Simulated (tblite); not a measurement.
Compound: C₇H₁₃BS.
Atom-mapped SMILES: `[CH2:1]=[C:2]([CH3:3])[C@@H:4]1[BH:5][CH2:6][CH2:7][S:8][CH2:9]1` (hydrogens: H10, H11 on C1; H12, H13, H14 on C3; H15 on C4; H16 on B5; H17, H18 on C6; H19, H20 on C7; H21, H22 on C9)

Computed with GFN2-xTB (tblite), gas phase: L-BFGS steps from a force-field or distance-geometry start until the largest atomic force falls under 0.01 eV/Å.

Step 9: E = -708.5365 eV
```
atom  x, y, z in Å  |  force x, y, z in eV/Å
C1     -1.9799    1.3261    0.9803    0.046  -0.032  -0.074
C2     -1.6680    0.2002    0.3554   -0.003   0.004  -0.038
C3     -2.7438   -0.7059   -0.1790    0.034   0.086  -0.017
C4     -0.2471   -0.2878    0.1384   -0.097   0.170   0.113
B5      0.9216    0.5355    0.8123   -0.029  -0.014   0.044
C6      2.2973   -0.2219    0.7990   -0.008   0.022   0.074
C7      2.8921    0.1337   -0.5662    0.002  -0.064   0.195
S8      1.7510   -0.1065   -1.9831    0.105  -0.023  -0.176
C9      0.0376   -0.4134   -1.3793   -0.033   0.027   0.181
H10    -3.0031    1.6291    1.1276   -0.038  -0.071  -0.026
H11    -1.2426    2.0089    1.3612   -0.042  -0.046  -0.007
H12    -3.6581   -0.5780    0.3936   -0.040  -0.069  -0.007
H13    -2.9642   -0.4535   -1.2163    0.019  -0.034  -0.026
H14    -2.4332   -1.7482   -0.1461   -0.051   0.011   0.038
H15    -0.2074   -1.3102    0.5431   -0.030   0.030  -0.026
H16     0.8424    1.6484    1.1607    0.092  -0.056  -0.035
H17     3.0037    0.0900    1.5692    0.087   0.046  -0.058
H18     2.1989   -1.3057    0.8779    0.010  -0.029  -0.076
H19     3.1999    1.1792   -0.5853   -0.023   0.017  -0.025
H20     3.7494   -0.4987   -0.7863    0.123   0.004  -0.071
H21    -0.1948   -1.4098   -1.7478   -0.099  -0.071   0.001
H22    -0.5622    0.3078   -1.9309   -0.027   0.094   0.019
```

Step 10: E = -708.5424 eV
```
atom  x, y, z in Å  |  force x, y, z in eV/Å
C1     -1.9843    1.3241    0.9795    0.022   0.010  -0.074
C2     -1.6725    0.2008    0.3506    0.022   0.014   0.045
C3     -2.7492   -0.7069   -0.1798    0.070   0.070  -0.021
C4     -0.2482   -0.2824    0.1423   -0.081   0.092   0.073
B5      0.9248    0.5337    0.8194   -0.073   0.001  -0.019
C6      2.2991   -0.2259    0.8011    0.007   0.029   0.025
C7      2.8932    0.1302   -0.5630   -0.016  -0.042   0.041
S8      1.7547   -0.1104   -1.9857    0.076  -0.032  -0.084
C9      0.0402   -0.4108   -1.3750   -0.012   0.028   0.109
H10    -3.0052    1.6320    1.1281   -0.073  -0.090  -0.033
H11    -1.2496    2.0079    1.3610    0.012  -0.036  -0.001
H12    -3.6656   -0.5821    0.3926    0.007  -0.048  -0.038
H13    -2.9634   -0.4573   -1.2184   -0.019  -0.027  -0.038
H14    -2.4369   -1.7485   -0.1460   -0.045   0.000   0.046
H15    -0.2090   -1.3044    0.5475   -0.038   0.010  -0.026
H16     0.8506    1.6487    1.1581    0.086  -0.029  -0.005
H17     3.0120    0.0924    1.5610    0.082   0.017   0.007
H18     2.2004   -1.3095    0.8796    0.023  -0.028  -0.057
H19     3.1925    1.1784   -0.5865   -0.001   0.001   0.001
H20     3.7522   -0.4978   -0.7938    0.101   0.024  -0.011
H21    -0.1907   -1.4076   -1.7477   -0.122  -0.024   0.035
H22    -0.5555    0.3149   -1.9267   -0.028   0.062   0.025
```

Step 11: E = -708.5453 eV
```
atom  x, y, z in Å  |  force x, y, z in eV/Å
C1     -1.9861    1.3236    0.9779   -0.015   0.044  -0.049
C2     -1.6743    0.2013    0.3489    0.014   0.016   0.066
C3     -2.7507   -0.7063   -0.1804    0.053   0.028  -0.023
C4     -0.2499   -0.2786    0.1455   -0.034   0.012   0.025
B5      0.9251    0.5328    0.8226   -0.051   0.004  -0.033
C6      2.2997   -0.2274    0.8028    0.018   0.015  -0.012
C7      2.8940    0.1280   -0.5607   -0.007  -0.016  -0.060
S8      1.7577   -0.1127   -1.9883    0.024  -0.046   0.004
C9      0.0407   -0.4092   -1.3716    0.002   0.026   0.026
H10    -3.0070    1.6312    1.1276   -0.076  -0.089  -0.037
H11    -1.2526    2.0067    1.3608    0.035  -0.021   0.004
H12    -3.6687   -0.5849    0.3915    0.031  -0.026  -0.053
H13    -2.9631   -0.4595   -1.2200   -0.028  -0.021  -0.036
H14    -2.4394   -1.7483   -0.1450   -0.032   0.000   0.043
H15    -0.2104   -1.3013    0.5487   -0.042   0.003  -0.016
H16     0.8559    1.6483    1.1567    0.076   0.002   0.013
H17     3.0172    0.0940    1.5574    0.059  -0.004   0.028
H18     2.2014   -1.3115    0.8790    0.029  -0.014  -0.035
H19     3.1892    1.1778   -0.5871    0.004  -0.016   0.014
H20     3.7554   -0.4968   -0.7974    0.068   0.039   0.028
H21    -0.1914   -1.4068   -1.7467   -0.116   0.031   0.064
H22    -0.5531    0.3191   -1.9241   -0.011   0.032   0.039
```

Step 12: E = -708.5477 eV
```
atom  x, y, z in Å  |  force x, y, z in eV/Å
C1     -1.9877    1.3244    0.9758   -0.045   0.059  -0.017
C2     -1.6753    0.2019    0.3488   -0.004   0.015   0.053
C3     -2.7507   -0.7053   -0.1814    0.020  -0.016  -0.023
C4     -0.2518   -0.2756    0.1484    0.016  -0.049  -0.014
B5      0.9244    0.5322    0.8244    0.005   0.005  -0.028
C6      2.3005   -0.2281    0.8040    0.027  -0.003  -0.039
C7      2.8946    0.1261   -0.5599    0.010   0.008  -0.104
S8      1.7603   -0.1153   -1.9903   -0.028  -0.063   0.065
C9      0.0409   -0.4077   -1.3687    0.004   0.023  -0.037
H10    -3.0097    1.6286    1.1263   -0.065  -0.073  -0.038
H11    -1.2539    2.0054    1.3608    0.037  -0.003   0.007
H12    -3.6701   -0.5874    0.3897    0.039   0.000  -0.057
H13    -2.9632   -0.4614   -1.2218   -0.022  -0.015  -0.026
H14    -2.4418   -1.7480   -0.1434   -0.012   0.001   0.034
H15    -0.2124   -1.2991    0.5491   -0.041  -0.006  -0.003
H16     0.8612    1.6479    1.1559    0.061   0.025   0.023
H17     3.0219    0.0951    1.5554    0.020  -0.025   0.021
H18     2.2027   -1.3131    0.8776    0.032   0.007  -0.014
H19     3.1870    1.1771   -0.5873    0.005  -0.023   0.018
H20     3.7591   -0.4953   -0.7992    0.035   0.048   0.053
H21    -0.1947   -1.4057   -1.7445   -0.100   0.073   0.080
H22    -0.5518    0.3226   -1.9214    0.006   0.014   0.048
```

Task: Estimate the geometry and energy of step 13. (The exact step hangs on the optimiser's Hessian estimate; all steps are aligned on step 12, rigid shifts and turns removed.)

Result: E = -708.5505 eV, largest force 0.148 eV/Å
```
atom  x, y, z in Å  |  force x, y, z in eV/Å
C1     -1.9903    1.3263    0.9731   -0.059   0.048   0.015
C2     -1.6766    0.2028    0.3497   -0.020   0.010   0.014
C3     -2.7503   -0.7043   -0.1830   -0.016  -0.054  -0.020
C4     -0.2537   -0.2728    0.1514    0.060  -0.082  -0.036
B5      0.9240    0.5316    0.8258    0.076   0.008  -0.015
C6      2.3020   -0.2290    0.8045    0.034  -0.019  -0.059
C7      2.8954    0.1240   -0.5609    0.029   0.030  -0.098
S8      1.7627   -0.1197   -1.9914   -0.074  -0.081   0.097
C9      0.0414   -0.4053   -1.3657   -0.005   0.019  -0.069
H10    -3.0143    1.6242    1.1240   -0.045  -0.044  -0.036
H11    -1.2548    2.0038    1.3609    0.018   0.015   0.007
H12    -3.6711   -0.5903    0.3864    0.031   0.030  -0.050
H13    -2.9639   -0.4640   -1.2245   -0.005  -0.009  -0.010
H14    -2.4448   -1.7478   -0.1408    0.016  -0.004   0.019
H15    -0.2155   -1.2967    0.5496   -0.036  -0.022   0.011
H16     0.8686    1.6480    1.1555    0.041   0.036   0.027
H17     3.0277    0.0958    1.5533   -0.029  -0.047  -0.001
H18     2.2048   -1.3148    0.8758    0.034   0.029   0.004
H19     3.1846    1.1759   -0.5872    0.006  -0.014   0.011
H20     3.7643   -0.4926   -0.8004    0.004   0.047   0.064
H21    -0.2004   -1.4030   -1.7405   -0.082   0.095   0.079
H22    -0.5501    0.3272   -1.9174    0.019   0.009   0.046
```

The energy changes by -0.0028 eV. The first-order estimate −F·Δx gives -0.0037 eV and the mean of the old and new forces, exact on a quadratic surface, -0.0028 eV. The step makes an angle of 56° with the force vector and moves no atom by more than 0.007 Å.

The cost below is that of the whole relaxation. Hardware: one thread, Arm Neoverse V1 (aarch64), no GPU, shared host with 32 logical CPUs at a one-minute load of 27. Cost: 1.6 s of wall time.
